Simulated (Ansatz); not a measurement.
Cost and result for the atomization energy of `CCB(S)Cl` (11 atoms, 10 bonds).

```xyz
11

C     0.350    1.262    0.736
C     0.431    0.109   -0.259
B    -0.533   -1.095    0.004
S    -1.281   -2.100   -1.277
Cl   -0.917   -1.594    1.651
H     0.527    0.918    1.757
H     1.090    2.032    0.508
H    -0.636    1.733    0.716
H     1.444   -0.321   -0.233
H     0.303    0.476   -1.282
H    -0.779   -1.420   -2.322
```

Total charge 0; spin multiplicity 1. All single points use the PBE0-D4/def2-TZVP geometry. It is one conformer, not always the lowest. Program: Ansatz. All runs use 4 threads of an Arm Neoverse V1 on a shared host. Times are those of one run each, without the atoms' runs, and a repeat can differ threefold. Electronic energies, without spin–orbit coupling; frozen cores. CCSD(T)/CBS adds CCSD(T) − MP2 in def2-TZVPP to the MP2 limit, and its time is that of the two runs behind it. T1 = 0.012. B3LYP takes the VWN-RPA correlation (the form of Gaussian; ORCA's B3LYP/G). HSE06 is the plane-wave form, built on full-range PBE exchange.

CCSD(T)/CBS is a level of theory with its own doubt, some kJ/mol a heavy atom from the limit and from the frozen cores, so smaller differences don't rank the functionals.

```tsv
level	functions	atomization (kJ/mol)	difference from CCSD(T)/CBS	per bond
CCSD(T)/def2-SVP	108	3956.2	-169.7	-17.0
CCSD(T)/def2-TZVPP	261	4032.6	-93.3	-9.3
LDA (SPW92)/def2-TZVPP	261	4708.5	582.6	58.3
revPBE-D4/def2-TZVPP	261	4132.4	6.5	0.7
PBE0-D4/def2-TZVPP	261	4175.1	49.2	4.9
B2PLYP/def2-TZVPP	261	4089.4	-36.5	-3.7
B97M-V/def2-TZVPP	261	4177.7	51.8	5.2
MP2/def2-QZVPP	491	4155.2	29.3	2.9
B3LYP-D4/def2-TZVPP (with forces)	261	4130.9	5.0	0.5
CCSD(T)/CBS(def2)	–	4125.9	0.0	0.0
HSE06-D4/def2-TZVPP	261	4177.7	51.8	5.2
CAM-B3LYP-D4/def2-TZVPP	261	4141.3	15.4	1.5
BHLYP-D4/def2-TZVPP	261	4042.6	-83.3	-8.3
```

**Question.** Order the runs by time, with rough figures. (Estimate.)

**Answer.** Ansatz gave: LDA (SPW92)/def2-TZVPP 1.4 s; revPBE-D4/def2-TZVPP 2.3 s; PBE0-D4/def2-TZVPP 3.6 s; BHLYP-D4/def2-TZVPP 3.6 s; HSE06-D4/def2-TZVPP 3.8 s; CAM-B3LYP-D4/def2-TZVPP 4 s; CCSD(T)/def2-SVP 4.8 s; B3LYP-D4/def2-TZVPP (with forces) 5.5 s; B2PLYP/def2-TZVPP 6 s; B97M-V/def2-TZVPP 11 s; MP2/def2-QZVPP 23 s; CCSD(T)/def2-TZVPP 2.6 min; CCSD(T)/CBS(def2) 3 min.

Leaving LDA and LC-ωPBE aside and taking each functional with its dispersion term where it has one, the values, not all of them listed here, spread over 180.7 kJ/mol, from BHLYP-D4 to PBE-D4. LDA lies +510.7 kJ/mol from PBE without D4, its usual overbinding. From BLYP to BHLYP (50 % exact exchange), in def2-TZVPP and without D4, the atomization energy moves by −39.9 kJ/mol: exact exchange takes away binding that semilocal exchange gives to molecules. At CCSD(T), def2-SVP lies −169.7 kJ/mol from the extrapolated value and def2-TZVPP −93.3 kJ/mol: correlation converges slowly with the basis, and small sets miss more of it in the bonded molecule than in its fragments.
